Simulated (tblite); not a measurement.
Compound: C4H3F3 (charge +1 and doublet state).
Numbering: `[CH2:1][CH+:2][C:3]([F:4])=[C:5]([F:6])[F:7]` (hydrogens: H8, H9 on C1; H10 on C2)

A start from a force field or distance geometry was refined with GFN2-xTB geometry optimisation, gas phase (tblite). Values at the start:

```tsv
coordinate	start
C1–C2	1.447 Å
C1–H8	1.084 Å
C1–H9	1.082 Å
C2–C3	1.423 Å
C2–H10	1.102 Å
C3–F4	1.367 Å
C3=C5	1.348 Å
C5–F6	1.344 Å
C5–F7	1.356 Å
C1–C2–C3	127.4°
C2–C3–F4	117.0°
C2–C3–C5	124.8°
C3–C5–F6	120.9°
C3–C5–F7	119.5°
F4–C3–C5	118.2°
F6–C5–F7	119.7°
```

Task: How do these coordinates change at the GFN2-xTB level?

Result: 
```tsv
coordinate	GFN2-xTB (Å or °)	change
C1–C2	1.365	-0.082
C5–F7	1.281	-0.075
C5–F6	1.287	-0.057
C3–F4	1.312	-0.055
C3=C5	1.401	+0.053
C2–H10	1.084	-0.018
C2–C3	1.419	-0.004
C1–H8	1.083	-0.001
C1–H9	1.081	-0.001
F6–C5–F7	114.0	-5.7
C1–C2–C3	122.0	-5.4
C3–C5–F7	123.7	+4.2
C2–C3–F4	119.9	+2.9
F4–C3–C5	116.1	-2.1
C3–C5–F6	122.3	+1.4
C2–C3–C5	123.9	-0.9
```

The energy falls by 51.7 kJ/mol over 29 L-BFGS steps, the largest force on an atom goes from 3.71 to 0.007 eV/Å, and the atoms move by 0.067 Å rms after alignment. The bond that changes most is C1–C2 (ends: carbon bonded to C and 2 H; carbon bonded to 2 C and H), which shortens by 0.082 Å. Bonds longer at the end by more than 0.005 Å: 1 of 9; shorter: 5. Rotational constants go from 4565, 1878, 1331 to 5006, 1895, 1375 MHz.

Its GFN2-xTB frequencies are all real (lowest 106 cm⁻¹). 2 starts were optimised and ended at 0.00 and 1.70 kcal/mol (GFN2-xTB); the lowest of these is shown.

Shape of the structure used: `[CH2:1][CH+:2][C:3]([F:4])=[C:5]([F:6])[F:7]`: C1–C2–C3–F4 0°.

One conformer stands for the species.

The numbers are calculated, not measured.
